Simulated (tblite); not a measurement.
C₂H₈O₃Si₂.
Bonds: O1–C2 (double), C2–C3, C3–O4, O4–Si5, C2–Si6, Si6–O7. Hydrogens: H8, H9 on C3; H10, H11, H12 on Si5; H13, H14 on Si6; H15 on O7.

Computed with GFN2-xTB (tblite), gas phase: L-BFGS steps from a force-field or distance-geometry start until the largest atomic force falls under 0.01 eV/Å.

Step 41: E = -655.4571 eV
```
atom  x, y, z in Å  |  force x, y, z in eV/Å
O1      0.6993    2.1325   -0.1010    0.144  -0.048   0.084
C2      0.8469    0.9347   -0.0700   -0.167   0.078  -0.125
C3     -0.3219   -0.0213   -0.2122   -0.115  -0.055   0.036
O4     -1.5212    0.6179   -0.4803    0.005   0.027   0.014
Si5    -3.0696    0.1466   -0.4867    0.063   0.061  -0.076
Si6     2.5631    0.0915    0.1176   -0.064  -0.064  -0.088
O7      2.2642   -1.4393   -0.3299   -0.252  -0.079  -0.017
H8     -0.0915   -0.7283   -1.0197    0.069  -0.007   0.032
H9     -0.3673   -0.5991    0.7209   -0.001  -0.039   0.019
H10    -3.1702   -1.3083   -0.6801   -0.024   0.039   0.096
H11    -3.5636    0.8387   -1.6705   -0.072   0.036   0.061
H12    -3.7312    0.5515    0.7638    0.110  -0.105  -0.121
H13     3.5390    0.6596   -0.7876    0.124   0.227  -0.154
H14     3.0420    0.1407    1.4869    0.004   0.021   0.190
H15     2.8777   -2.0094   -0.7788    0.176  -0.093   0.050
```

Step 42: E = -655.4644 eV
```
atom  x, y, z in Å  |  force x, y, z in eV/Å
O1      0.6841    2.1217   -0.0911    0.143  -0.028   0.087
C2      0.8376    0.9246   -0.0663   -0.119   0.107  -0.131
C3     -0.3231   -0.0354   -0.2164   -0.182  -0.063   0.042
O4     -1.5208    0.5945   -0.5083   -0.024   0.098   0.003
Si5    -3.0768    0.1533   -0.4852    0.046   0.058  -0.089
Si6     2.5617    0.0975    0.1123   -0.024  -0.076  -0.103
O7      2.2600   -1.4247   -0.3642    0.335  -0.546  -0.309
H8     -0.0851   -0.7484   -1.0132    0.109  -0.051  -0.005
H9     -0.3817   -0.6015    0.7209    0.011  -0.080   0.069
H10    -3.2031   -1.2985   -0.6940   -0.032   0.055   0.115
H11    -3.5672    0.8682   -1.6580   -0.067   0.027   0.086
H12    -3.7209    0.5610    0.7770    0.133  -0.127  -0.157
H13     3.5375    0.6738   -0.7908    0.095   0.231  -0.138
H14     3.0614    0.1427    1.4762   -0.025   0.014   0.174
H15     2.9319   -2.0208   -0.7265   -0.400   0.383   0.356
```

Step 43: E = -655.4746 eV
```
atom  x, y, z in Å  |  force x, y, z in eV/Å
O1      0.6838    2.1245   -0.0879    0.106  -0.027   0.063
C2      0.8353    0.9274   -0.0711   -0.007   0.060  -0.069
C3     -0.3219   -0.0371   -0.2146   -0.124  -0.033   0.013
O4     -1.5188    0.5901   -0.5042   -0.030   0.117  -0.015
Si5    -3.0735    0.1528   -0.4889   -0.009   0.021  -0.072
Si6     2.5610    0.0971    0.1078    0.035  -0.049  -0.083
O7      2.2554   -1.4296   -0.3605    0.174  -0.281  -0.200
H8     -0.0799   -0.7487   -1.0111    0.093  -0.065  -0.022
H9     -0.3723   -0.6041    0.7223   -0.005  -0.073   0.082
H10    -3.2106   -1.2987   -0.6897   -0.019   0.048   0.093
H11    -3.5661    0.8699   -1.6580   -0.061   0.032   0.061
H12    -3.7152    0.5591    0.7713    0.104  -0.103  -0.108
H13     3.5440    0.6806   -0.7943   -0.005   0.147  -0.050
H14     3.0538    0.1428    1.4806   -0.053   0.009   0.057
H15     2.9206   -2.0180   -0.7293   -0.199   0.195   0.251
```

Problem. Estimate the geometry and energy of step 44. (The exact step hangs on the optimiser's Hessian estimate; all steps are aligned on step 43, rigid shifts and turns removed.)

Solution. E = -655.4901 eV, largest force 0.330 eV/Å
```
atom  x, y, z in Å  |  force x, y, z in eV/Å
O1      0.6797    2.1204   -0.0701    0.042  -0.074   0.019
C2      0.8275    0.9222   -0.0780    0.145   0.082   0.027
C3     -0.3226   -0.0478   -0.2158   -0.060  -0.003  -0.021
O4     -1.5156    0.5704   -0.5204   -0.081   0.208  -0.051
Si5    -3.0730    0.1579   -0.4951   -0.099  -0.049  -0.055
Si6     2.5580    0.0987    0.0897    0.146  -0.020  -0.045
O7      2.2525   -1.4294   -0.3845    0.242  -0.148  -0.148
H8     -0.0716   -0.7621   -1.0051    0.101  -0.119  -0.044
H9     -0.3711   -0.6046    0.7269   -0.018  -0.081   0.092
H10    -3.2368   -1.2923   -0.6897   -0.011   0.057   0.064
H11    -3.5720    0.8942   -1.6485   -0.038   0.023   0.046
H12    -3.6980    0.5587    0.7715    0.070  -0.072  -0.049
H13     3.5468    0.7154   -0.8000   -0.137   0.023   0.051
H14     3.0496    0.1364    1.4718   -0.096   0.005  -0.080
H15     2.9422   -2.0299   -0.6802   -0.207   0.167   0.195
```

The energy changes by -0.0155 eV. The first-order estimate −F·Δx gives -0.0224 eV and the mean of the old and new forces, exact on a quadratic surface, -0.0155 eV. The step makes an angle of 70° with the force vector and moves no atom by more than 0.055 Å.

The cost below is that of the whole relaxation. Time: 2.5 s wall. Hardware: one thread, Arm Neoverse N1 (aarch64), shared host with 64 logical CPUs at a one-minute load of 61.
